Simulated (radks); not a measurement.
Task: Neutral cerium: order these configurations by energy. All-electron calculation, Dirac Kohn-Sham, relativistic LDA (MacDonald-Vosko exchange, VWN5 correlation), spin-unpolarised, spherical densities, finite nucleus; Fermi nuclear charge, rms radius of each element as measured or else 0.836 A^(1/3) + 0.57 fm. Program: a radial shooting solver on a logarithmic mesh with Libxc functionals. Sub-shells are occupied by j as written (lower j first in brackets). [Xe] 4f(5/2: 1, 7/2: 0) 5d(3/2: 1, 5/2: 0) 6s1 6p(1/2: 1, 3/2: 0); [Xe] 4f(5/2: 1, 7/2: 0) 5d(3/2: 1, 5/2: 0) 6s2; [Xe] 4f(5/2: 1, 7/2: 0) 5d(3/2: 2, 5/2: 0) 6s1; [Xe] 4f(5/2: 1, 7/2: 0) 6s2 6p(1/2: 1, 3/2: 0); [Xe] 4f(5/2: 2, 7/2: 0) 6s1 6p(1/2: 1, 3/2: 0); [Xe] 4f(5/2: 2, 7/2: 0) 6s2.

Result: From the lowest, in eV above it: [Xe] 4f(5/2: 2, 7/2: 0) 6s2 0.000; [Xe] 4f(5/2: 1, 7/2: 0) 5d(3/2: 1, 5/2: 0) 6s2 0.483; [Xe] 4f(5/2: 1, 7/2: 0) 5d(3/2: 2, 5/2: 0) 6s1 1.292; [Xe] 4f(5/2: 2, 7/2: 0) 6s1 6p(1/2: 1, 3/2: 0) 2.158; [Xe] 4f(5/2: 1, 7/2: 0) 6s2 6p(1/2: 1, 3/2: 0) 2.818; [Xe] 4f(5/2: 1, 7/2: 0) 5d(3/2: 1, 5/2: 0) 6s1 6p(1/2: 1, 3/2: 0) 2.848.
